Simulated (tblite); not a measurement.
A geometry optimisation, step by step.

C4H5BCl2O.
SMILES with atom numbers: `[O:1]=[CH:2][CH2:3]/[CH:4]=[CH:5]\[B:6]([Cl:7])[Cl:8]` (hydrogens: H9 on C2; H10, H11 on C3; H12 on C4; H13 on C5)

Computed with GFN2-xTB (tblite), gas phase: L-BFGS steps from a force-field or distance-geometry start until the largest atomic force falls under 0.01 eV/Å. 12 of its 93 geometries are shown.

Step 0: E = -694.0274 eV, largest atomic force 3.317 eV/Å
```
atom  x, y, z in Å  |  force x, y, z in eV/Å
O1      2.629   -0.607    1.310   -0.525  -0.361  -1.896
C2      2.173   -0.856    0.193    1.003   0.490   3.124
C3      0.724   -0.710   -0.082   -0.674   0.135  -0.975
C4      0.305    0.750   -0.060   -0.325  -0.434   0.153
C5     -0.947    1.192   -0.247   -0.935  -0.622  -0.284
B6     -2.248    0.341   -0.575   -0.439  -0.130  -0.107
Cl7    -2.270   -1.492   -0.784   -0.067   1.866   0.202
Cl8    -3.831    1.248   -0.778    1.493  -0.996   0.179
H9      2.854   -1.214   -0.573    0.005  -0.081  -0.509
H10     0.507   -1.121   -1.092   -0.125   0.133   0.547
H11     0.139   -1.282    0.672    0.328   0.396  -0.431
H12     1.067    1.485    0.156    0.204  -0.152   0.025
H13    -1.107    2.268   -0.186    0.057  -0.243  -0.027
```

Step 8: E = -694.4084 eV, largest atomic force 0.056 eV/Å
```
atom  x, y, z in Å  |  force x, y, z in eV/Å
O1      2.649   -0.599    1.314    0.016   0.048  -0.015
C2      2.183   -0.847    0.239    0.003  -0.014   0.012
C3      0.723   -0.700   -0.105    0.006  -0.014   0.015
C4      0.277    0.729   -0.058    0.004   0.027  -0.001
C5     -0.975    1.163   -0.259   -0.018   0.015  -0.017
B6     -2.248    0.346   -0.577   -0.038  -0.003  -0.018
Cl7    -2.276   -1.367   -0.770    0.022   0.015   0.014
Cl8    -3.747    1.183   -0.768    0.008   0.001   0.005
H9      2.825   -1.212   -0.586   -0.028   0.007  -0.015
H10     0.497   -1.125   -1.083    0.032  -0.038  -0.026
H11     0.150   -1.259    0.640   -0.035  -0.034   0.003
H12     1.054    1.452    0.158    0.027  -0.018   0.040
H13    -1.117    2.235   -0.191    0.001   0.007   0.003
```

Step 17: E = -694.4118 eV, largest atomic force 0.079 eV/Å
```
atom  x, y, z in Å  |  force x, y, z in eV/Å
O1      2.659   -0.560    1.299   -0.011   0.033  -0.027
C2      2.179   -0.840    0.238    0.044  -0.015   0.048
C3      0.717   -0.708   -0.103    0.023  -0.019  -0.010
C4      0.272    0.721   -0.052    0.010   0.023  -0.011
C5     -0.973    1.167   -0.267   -0.016   0.001   0.008
B6     -2.248    0.353   -0.586   -0.009   0.005   0.004
Cl7    -2.267   -1.362   -0.762   -0.012   0.009  -0.005
Cl8    -3.749    1.186   -0.766    0.006  -0.004  -0.007
H9      2.812   -1.217   -0.589   -0.008  -0.011   0.008
H10     0.513   -1.138   -1.082   -0.049   0.001  -0.062
H11     0.136   -1.274    0.630    0.013  -0.027   0.034
H12     1.054    1.431    0.186    0.003   0.018   0.026
H13    -1.109    2.240   -0.191    0.005  -0.013  -0.005
```

Step 25: E = -694.4168 eV, largest atomic force 0.119 eV/Å
```
atom  x, y, z in Å  |  force x, y, z in eV/Å
O1      2.662   -0.430    1.244    0.008  -0.017  -0.005
C2      2.177   -0.829    0.225    0.086   0.081  -0.014
C3      0.712   -0.725   -0.111    0.036  -0.006   0.010
C4      0.267    0.701   -0.026   -0.029   0.013   0.030
C5     -0.966    1.164   -0.274   -0.037   0.019   0.021
B6     -2.248    0.365   -0.600   -0.025  -0.004  -0.032
Cl7    -2.276   -1.351   -0.759   -0.012  -0.018  -0.009
Cl8    -3.751    1.198   -0.778    0.048   0.008  -0.004
H9      2.809   -1.273   -0.567   -0.015  -0.102  -0.001
H10     0.492   -1.137   -1.095    0.026  -0.014  -0.031
H11     0.157   -1.320    0.620   -0.032   0.013   0.029
H12     1.042    1.398    0.267    0.001   0.001  -0.020
H13    -1.081    2.238   -0.193   -0.054   0.025   0.026
```

Step 33: E = -694.4323 eV, largest atomic force 1.371 eV/Å
```
atom  x, y, z in Å  |  force x, y, z in eV/Å
O1      2.759   -0.153    1.041   -0.520  -0.779  -1.001
C2      2.205   -0.815    0.188    0.717   0.542   0.478
C3      0.733   -0.709   -0.132    0.131  -0.069   0.125
C4      0.232    0.689    0.035    0.107   0.029   0.000
C5     -0.994    1.156   -0.234   -0.004  -0.056  -0.086
B6     -2.254    0.368   -0.649   -0.158   0.046   0.083
Cl7    -2.333   -1.348   -0.794    0.044   0.067  -0.038
Cl8    -3.720    1.270   -0.848   -0.001  -0.110  -0.069
H9      2.772   -1.564   -0.434   -0.303   0.330   0.406
H10     0.500   -1.116   -1.117    0.013   0.029   0.009
H11     0.256   -1.363    0.605   -0.177  -0.039  -0.018
H12     0.993    1.360    0.411    0.016   0.121   0.012
H13    -1.155    2.225   -0.117    0.135  -0.112   0.100
```

Step 42: E = -694.4784 eV, largest atomic force 0.635 eV/Å
```
atom  x, y, z in Å  |  force x, y, z in eV/Å
O1      2.854   -0.073    0.886   -0.256  -0.374  -0.445
C2      2.228   -0.812    0.172    0.229   0.154   0.272
C3      0.755   -0.692   -0.123   -0.014  -0.020   0.008
C4      0.231    0.694    0.053   -0.010   0.013   0.069
C5     -1.008    1.133   -0.206    0.005   0.057   0.088
B6     -2.276    0.370   -0.650    0.055   0.006  -0.024
Cl7    -2.342   -1.342   -0.835    0.022   0.004  -0.016
Cl8    -3.723    1.276   -0.919    0.009  -0.074  -0.013
H9      2.698   -1.698   -0.319   -0.048   0.248   0.186
H10     0.540   -1.086   -1.117   -0.044   0.031  -0.030
H11     0.245   -1.359    0.582    0.005  -0.029  -0.024
H12     0.953    1.399    0.451    0.091  -0.074  -0.054
H13    -1.159    2.190   -0.021   -0.045   0.058  -0.018
```

Step 50: E = -694.5074 eV, largest atomic force 0.131 eV/Å
```
atom  x, y, z in Å  |  force x, y, z in eV/Å
O1      2.913    0.019    0.670   -0.070  -0.002  -0.053
C2      2.216   -0.810    0.159    0.011  -0.020   0.035
C3      0.739   -0.685   -0.113    0.003  -0.014  -0.008
C4      0.225    0.697    0.112   -0.018   0.009  -0.073
C5     -1.016    1.146   -0.129    0.000   0.007  -0.049
B6     -2.256    0.377   -0.654   -0.002  -0.023   0.065
Cl7    -2.312   -1.333   -0.884    0.131  -0.007   0.009
Cl8    -3.719    1.231   -1.000    0.079   0.069   0.022
H9      2.627   -1.790   -0.153    0.001  -0.010   0.006
H10     0.535   -1.025   -1.132   -0.005   0.010  -0.017
H11     0.230   -1.405    0.536   -0.025   0.013   0.027
H12     0.987    1.377    0.481   -0.080   0.001   0.020
H13    -1.173    2.202    0.061   -0.025  -0.033   0.017
```

Step 59: E = -694.5159 eV, largest atomic force 0.026 eV/Å
```
atom  x, y, z in Å  |  force x, y, z in eV/Å
O1      2.919    0.044    0.575    0.012   0.014   0.001
C2      2.204   -0.817    0.153   -0.009  -0.005   0.006
C3      0.728   -0.684   -0.116    0.008   0.007  -0.009
C4      0.221    0.699    0.120    0.010   0.012  -0.021
C5     -1.021    1.148   -0.105    0.003   0.006  -0.010
B6     -2.243    0.372   -0.644    0.006  -0.004  -0.016
Cl7    -2.244   -1.334   -0.902   -0.014  -0.007  -0.008
Cl8    -3.692    1.231   -1.022   -0.001  -0.006   0.018
H9      2.595   -1.826   -0.079   -0.003  -0.011   0.004
H10     0.534   -1.004   -1.143   -0.008  -0.010   0.002
H11     0.205   -1.407    0.519   -0.001   0.008   0.003
H12     0.979    1.380    0.492   -0.001  -0.004   0.021
H13    -1.189    2.198    0.105   -0.002   0.000   0.009
```

Step 67: E = -694.5166 eV, largest atomic force 0.015 eV/Å
```
atom  x, y, z in Å  |  force x, y, z in eV/Å
O1      2.923    0.047    0.561   -0.001  -0.006  -0.009
C2      2.203   -0.817    0.151    0.007   0.005   0.012
C3      0.729   -0.681   -0.120    0.005   0.000   0.005
C4      0.224    0.702    0.119    0.003   0.005  -0.010
C5     -1.018    1.150   -0.109   -0.005  -0.004   0.007
B6     -2.238    0.371   -0.651   -0.006   0.003  -0.004
Cl7    -2.243   -1.335   -0.911    0.003   0.006  -0.009
Cl8    -3.692    1.228   -1.014   -0.008   0.001   0.010
H9      2.589   -1.832   -0.064    0.001  -0.005  -0.002
H10     0.531   -1.006   -1.145    0.004   0.004   0.004
H11     0.204   -1.399    0.518    0.000  -0.005   0.005
H12     0.978    1.378    0.505   -0.004  -0.001   0.004
H13    -1.192    2.196    0.113    0.001  -0.002  -0.012
```

Step 75: E = -694.5172 eV, largest atomic force 0.046 eV/Å
```
atom  x, y, z in Å  |  force x, y, z in eV/Å
O1      2.933    0.050    0.535    0.008   0.018   0.021
C2      2.204   -0.820    0.155   -0.008  -0.014  -0.043
C3      0.729   -0.680   -0.114   -0.002  -0.013   0.006
C4      0.222    0.702    0.122    0.003  -0.007  -0.007
C5     -1.018    1.151   -0.115    0.004   0.004   0.000
B6     -2.239    0.374   -0.658    0.007  -0.006   0.000
Cl7    -2.231   -1.328   -0.946   -0.006   0.005  -0.012
Cl8    -3.706    1.223   -0.987    0.012  -0.003   0.009
H9      2.582   -1.842   -0.042   -0.009   0.007   0.013
H10     0.535   -1.003   -1.141    0.002  -0.001   0.012
H11     0.202   -1.399    0.521   -0.002  -0.012   0.004
H12     0.973    1.376    0.519   -0.004   0.013  -0.011
H13    -1.191    2.198    0.105   -0.006   0.009   0.006
```

Step 84: E = -694.5178 eV, largest atomic force 0.034 eV/Å
```
atom  x, y, z in Å  |  force x, y, z in eV/Å
O1      2.938    0.051    0.523   -0.016   0.023   0.008
C2      2.203   -0.819    0.158    0.015  -0.028  -0.012
C3      0.728   -0.681   -0.107    0.026  -0.012   0.001
C4      0.223    0.703    0.120    0.004  -0.015  -0.001
C5     -1.017    1.149   -0.119    0.003   0.009   0.002
B6     -2.237    0.373   -0.663   -0.007  -0.005   0.005
Cl7    -2.223   -1.320   -0.997    0.000   0.007  -0.006
Cl8    -3.713    1.222   -0.945   -0.009  -0.005  -0.003
H9      2.577   -1.846   -0.023   -0.003  -0.002   0.001
H10     0.532   -1.009   -1.133   -0.002  -0.006   0.015
H11     0.204   -1.400    0.533   -0.007   0.020  -0.011
H12     0.973    1.381    0.510   -0.001  -0.005  -0.007
H13    -1.192    2.196    0.097   -0.005   0.020   0.009
```

Step 92: E = -694.5182 eV, largest atomic force 0.008 eV/Å
```
atom  x, y, z in Å  |  force x, y, z in eV/Å
O1      2.933    0.056    0.526   -0.001   0.002   0.005
C2      2.203   -0.820    0.162   -0.002  -0.004  -0.005
C3      0.727   -0.685   -0.104    0.002  -0.001  -0.002
C4      0.225    0.702    0.112   -0.001  -0.002   0.002
C5     -1.016    1.150   -0.122   -0.001   0.001  -0.001
B6     -2.239    0.374   -0.662    0.000   0.000  -0.006
Cl7    -2.215   -1.310   -1.038    0.005   0.003   0.005
Cl8    -3.724    1.217   -0.913   -0.006   0.000   0.002
H9      2.580   -1.846   -0.015   -0.004  -0.001   0.004
H10     0.530   -1.023   -1.125    0.001   0.000  -0.002
H11     0.200   -1.393    0.543    0.007  -0.001   0.001
H12     0.978    1.382    0.495   -0.001   0.000  -0.003
H13    -1.188    2.198    0.093    0.001   0.002   0.003
```

Problem. Summarise the path.

Solution. The energy falls by 47.36 kJ/mol from step 0 to step 92; nine tenths of that is first reached at step 40. It rises by more than 0.2 meV at steps 30, 36 and 39. The largest force goes from 3.317 to 0.008 eV/Å. Among the bonds B6–Cl7 changes most, from 1.845 to 1.726 Å; the atoms move by 0.427 Å rms after alignment.

Problem. Follow the three bonds and two angles with the largest change from start to end.

Solution. 
| step | E above end (kJ/mol) | largest force (eV/Å) | B6–Cl7 (Å) | B6–Cl8 (Å) | C5–B6 (Å) | C3–C2–H9 (°) | O1–C2–C3 (°) |
| --- | --- | --- | --- | --- | --- | --- | --- |
| 0 | 47.36 | 3.317 | 1.845 | 1.836 | 1.588 | 121.0 | 120.7 |
| 4 | 11.51 | 0.354 | 1.725 | 1.718 | 1.557 | 116.0 | 123.6 |
| 8 | 10.60 | 0.056 | 1.725 | 1.727 | 1.546 | 115.0 | 124.2 |
| 12 | 10.41 | 0.050 | 1.724 | 1.725 | 1.548 | 114.2 | 124.7 |
| 16 | 10.30 | 0.068 | 1.724 | 1.727 | 1.546 | 114.5 | 124.7 |
| 20 | 10.12 | 0.078 | 1.726 | 1.723 | 1.547 | 114.4 | 124.5 |
| 24 | 9.88 | 0.099 | 1.724 | 1.727 | 1.545 | 114.8 | 124.3 |
| 28 | 9.31 | 0.171 | 1.723 | 1.727 | 1.547 | 115.5 | 123.2 |
| 32 | 8.28 | 0.195 | 1.724 | 1.724 | 1.544 | 115.0 | 123.4 |
| 36 | 8.50 | 1.865 | 1.725 | 1.732 | 1.544 | 113.9 | 124.0 |
| 40 | 4.64 | 0.214 | 1.724 | 1.728 | 1.544 | 114.1 | 124.7 |
| 44 | 3.31 | 0.115 | 1.723 | 1.729 | 1.545 | 113.1 | 125.4 |
| 48 | 1.54 | 0.128 | 1.724 | 1.731 | 1.550 | 112.6 | 126.3 |
| 52 | 0.71 | 0.094 | 1.727 | 1.726 | 1.548 | 112.9 | 125.8 |
| 56 | 0.29 | 0.059 | 1.725 | 1.727 | 1.546 | 112.8 | 125.9 |
| 60 | 0.21 | 0.032 | 1.725 | 1.726 | 1.545 | 112.9 | 125.8 |
| 64 | 0.17 | 0.013 | 1.726 | 1.726 | 1.546 | 112.8 | 125.9 |
| 68 | 0.16 | 0.029 | 1.726 | 1.726 | 1.545 | 112.9 | 125.8 |
| 72 | 0.13 | 0.024 | 1.726 | 1.726 | 1.546 | 112.9 | 125.9 |
| 76 | 0.09 | 0.039 | 1.726 | 1.726 | 1.546 | 112.8 | 125.9 |
| 80 | 0.07 | 0.021 | 1.726 | 1.726 | 1.546 | 112.8 | 125.9 |
| 84 | 0.04 | 0.034 | 1.726 | 1.726 | 1.545 | 112.8 | 126.1 |
| 88 | 0.02 | 0.028 | 1.726 | 1.726 | 1.546 | 112.7 | 125.9 |
| 92 | 0.00 | 0.008 | 1.726 | 1.726 | 1.545 | 112.9 | 125.9 |

What follows is the cost of the whole relaxation. On Arm Neoverse N1, one thread, on a shared host, this took 1.1 s.
